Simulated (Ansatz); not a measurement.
Z-matrix (Å, degrees):
```
Si
C 1 1.901
F 1 1.605 2 113.3
Al 1 2.401 2 81.9 3 126.4
H 1 1.489 2 109.8 3 -119.0
S 2 1.841 1 104.8 3 -142.2
H 2 1.092 1 112.8 3 100.3
H 2 1.091 1 112.5 3 -23.6
Cl 4 2.086 1 151.0 2 -171.6
```

The species carries charge 0 and has multiplicity 1.

List the CAM-B3LYP/def2-TZVPP orbital energies in eV (the Gaussian-basis code of Ansatz). (Estimate.)

Computed: Occupied: -2764.51, -2419.78, -1802.06, -1527.66, -673.60, -279.70, -259.30, -217.80, -198.31, -198.23, -198.22, -162.39, -162.26, -162.22, -146.52, -115.63, -101.89, -101.83, -101.80, -76.33, -76.21, -76.18, -34.68, -24.67, -23.55, -19.38, -17.15, -14.71, -14.66, -14.28, -13.88, -13.27, -12.22, -11.61, -11.25, -11.10, -9.81, -8.87, -8.69. Lowest empty: -0.90, 0.19, 0.83, 1.12, 2.06, 2.46, 2.61, 3.26.
